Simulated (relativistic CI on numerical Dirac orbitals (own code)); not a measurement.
## Ir3+: 4d photoemission

Computed with this model: Dirac-Coulomb-Breit CI, KLI orbitals optimised for each configuration, QED by a radiative potential, valence Slater integrals scaled by 0.9, multiplet model of photoemission in the sudden approximation; configurations [Xe] 4f14 5d6 → [Kr] 4d9 4f14 5s2 5p6 5d6; 300 K; Lorentzian 3.5 eV and Gaussian 0.6 eV FWHM. Energies are those of the free ion, without screening or charge transfer. The energies are binding energies and can lie tens of eV above those of solids. S is read from ⟨S²⟩ = S(S + 1).

free ion: ground-state S = 1.88, centroid 349.66 eV. Peaks (eV, height): 342.8 (100), 359.2 (71).

Strongest unbroadened transitions for free ion:

```csv
Energy (eV),Relative strength
342.11,20.8
342.27,100.0
342.85,39.2
342.87,69.1
343.23,40.1
343.29,22.0
343.54,14.6
343.60,16.7
343.62,6.6
343.72,6.0
343.91,11.6
345.65,7.5
359.03,36.1
359.15,46.1
359.30,77.5
359.33,40.1
359.60,5.5
360.12,24.9
```
